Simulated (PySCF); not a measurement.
C₄H₅BO₂, SMILES C(B(OC=C)O)#C.

The structure is a stationary point at TPSSh-D3(BJ)/def2-SVP. The structure was generated by enumeration, and PubChem lists no compound with its InChIKey, so it may never have been made. The values are those of a single conformer.

Computed with PBE/def2-TZVP (PySCF).

Symmetry labels are those of the subgroup Cs that the program uses (full group Cs).

Computed valence orbital energies around the gap with their symmetry:
| orbital | symmetry | energy (eV) |
|---|---|---|
| HOMO−7 | A" | -10.47 |
| HOMO−6 | A' | -9.84 |
| HOMO−5 | A" | -8.71 |
| HOMO−4 | A' | -8.62 |
| HOMO−3 | A' | -8.08 |
| HOMO−2 | A" | -7.25 |
| HOMO−1 | A' | -7.08 |
| HOMO | A" | -5.97 |
| LUMO | A" | -1.86 |
| LUMO+1 | A' | -0.60 |
| LUMO+2 | A" | -0.33 |
| LUMO+3 | A' | 0.12 |
